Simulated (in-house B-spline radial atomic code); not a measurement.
# Cr⁷⁺: [He] 2s2 (2p1/2)2 (2p3/2)3 3s2 (3p1/2)1 (3p3/2)4 3d1 (with a hole in an inner shell)

All numbers are computed (Dirac-Hartree-Fock, average of the jj configuration; Fermi nucleus of rms radius 3.6452 fm) with a B-spline radial code for spherical atoms, not measured.

Effective charges: Z_r = [3n² - l(l+1)]/(2<r>) from the radius, Z_e = n√(-2ε) from the energy, and Slater's rules. Values are occupation-weighted means over j.

```
shell  electrons   ε (eV)  <r> (bohr)    Z_r    Z_e  Slater
   1s          2  -6260.7     0.06345  23.64  21.45   23.70
   2s          2  -905.72      0.2868  20.92  16.32   20.20
   2p          5   -797.9      0.2554  19.58  15.32   20.20
   3s          2  -229.05      0.8122  16.62  12.31   13.95
   3p          5  -193.15      0.8277  15.10  11.30   13.95
   3d          1  -146.31      0.8153  12.88   9.84    8.00
```

The least bound orbital is 3d3/2 at -145.4 eV, while the most diffuse is 3p3/2 (<r> = 0.8289 bohr against 0.8133 bohr): energy order and size order differ. The part-filled 2p shell lies below the filled 3s shell in orbital energy.

For the 1s electron the small component carries 0.744 % of the norm, the zero-frequency Breit interaction raises the level by 6.407 eV, self-energy by 3.134 eV, and vacuum polarisation lowers it by 0.2554 eV.
